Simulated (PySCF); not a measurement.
**Ionisation energy along the 8-electron series**

Calculated with PySCF 2.14 and a two-component X2C-1e Hamiltonian (Gaussian nucleus, no Breit or QED terms), each ion in its own even-tempered basis scaled to its charge; GMP2 freezes nothing and drops the highest virtual spinors. Values in eV. NIST values: (m) measured, (s) semi-empirical, (t) theoretical.

```csv
ion,configuration,GHF (spin-free),GMP2 (spin-free),GHF (screened spin-orbit),GMP2 (screened spin-orbit),NIST
Sb⁴³⁺,[He] 2s2 2p4,7223.9,7225.5,7172.5,7172.2,7167 ± 4 (t)
I⁴⁵⁺,[He] 2s2 2p4,7882.3,7884.0,7817.1,7816.9,7811 ± 4 (t)
```

Question: Fill in the row of Te⁴⁴⁺.

Answer: configuration: [He] 2s2 2p4; GHF (spin-free): 7549.3; GMP2 (spin-free): 7551.0; GHF (screened spin-orbit): 7491.3; GMP2 (screened spin-orbit): 7491.0; NIST: 7485 ± 4 (t).
